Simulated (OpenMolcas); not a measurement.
**4f¹¹ along the 65-electron sequence**

```
Program             : OpenMolcas
Method              : MS-CASPT2, IPEA 0.25 Eh, imaginary shift 0.1 Eh
Basis               : ANO-R3
Scalar Hamiltonian  : X2C, finite nucleus
Spin-orbit coupling : RASSI with atomic mean-field integrals over the reference wave functions, term energies averaged over their components
```

Active space for each ion: 11 electrons in 7 orbitals (4f); closed shells correlated by CASPT2: 5s 5p.

Computed levels in cm-1 above ⁴I°_15/2:

| Level | Ho2+ | Er3+ | Tm4+ |
| --- | --- | --- | --- |
| ⁴I°_13/2 | 5600 | 6640 | 7770 |
| ⁴I°_11/2 | 8760 | 10300 | 11840 |
| ⁴F°_9/2 | 13760 | 15780 | 17660 |
| ⁴S°_3/2 | 17290 | 19690 | 21530 |
| ²H°_11/2(1) | 17290 | 19920 | 22240 |
| ⁴F°_7/2 | 18490 | 21230 | 23730 |
| ⁴F°_5/2 | 20120 | 23070 | 25760 |
| ⁴F°_3/2 | 20450 | 23450 | 26120 |
| ⁴G°_11/2 | 24400 | 27890 | 31050 |
| weight of ⁴I° in the lowest level (%) | 97 | 97 | 97 |

Mixed levels, with the weight of the term that names them: Ho2+ ⁴F°_9/2 (62 %), Ho2+ ⁴S°_3/2 (68 %), Ho2+ ²H°_11/2(1) (62 %), Ho2+ ⁴F°_3/2 (64 %), Er3+ ⁴F°_9/2 (59 %), Er3+ ⁴S°_3/2 (65 %), Er3+ ²H°_11/2(1) (57 %), Er3+ ⁴F°_3/2 (62 %), Er3+ ⁴G°_11/2 (71 %), Tm4+ ⁴F°_9/2 (53 %), Tm4+ ⁴S°_3/2 (64 %), Tm4+ ²H°_11/2(1) (51 %), Tm4+ ⁴F°_3/2 (59 %), Tm4+ ⁴G°_11/2 (67 %).

Measured, with the error of the calculation in %. Measured levels: Ho2+ from Martin, Zalubas and Hagan, Atomic Energy Levels: The Rare-Earth Elements, NSRDS-NBS 60 (1978); whole-number values converted from NIST levels in rydberg listed in Nahar, Atoms 12, 24 (2024); Er3+ from the list in Tchang-Brillet, Wyart, Meftah and Ait Mammar, Atoms 6, 52 (2018).

```
      Level          Ho2+          Er3+
   ⁴I°_13/2   5439 (+2.9)   6508 (+2.0)
   ⁴I°_11/2   8644 (+1.3)  10172 (+1.2)
    ⁴F°_9/2  13330 (+3.3)  15405 (+2.4)
²H°_11/2(1)  16891 (+2.4)  19332 (+3.0)
    ⁴F°_7/2  17867 (+3.5)              
    ⁴F°_5/2  19375 (+3.9)              
   ⁴G°_11/2                26708 (+4.4)
```

The fine-structure level ⁴I°_11/2 changes by a factor of 1.35 from Ho2+ to Tm4+. Its fourth root runs 9.67, 10.07, 10.43, with steps per unit of Z of 0.40, 0.36; equal steps would mean a (Z - σ)^4 law with constant σ.

⁴F°_9/2 changes by a factor of 1.28 over the same range, with steps per unit of Z of +2020, +1880 cm-1.

CASPT2 does not keep the components of a term degenerate, so their means are used; among the terms shown or strongly mixed into the levels shown the widest spread is 880 cm-1 (4f¹¹ ⁴I°, Er3+). Blocks of more than 70 roots (2S+1 = 2 odd) ran without multistate coupling. High states are left out of the spin-orbit mixing, which shifts the levels that they would mix with. Computed and measured levels are paired by configuration, term and J; levels that our copy of the source lacks, or whose pairing is in doubt (as where it misses far off the trend of its configuration), stay unpaired and out of the deviations. Levels of configurations outside the active space are missing.

A number in round brackets counts repeated terms of one configuration in the order of the reference energies. ° marks odd parity.
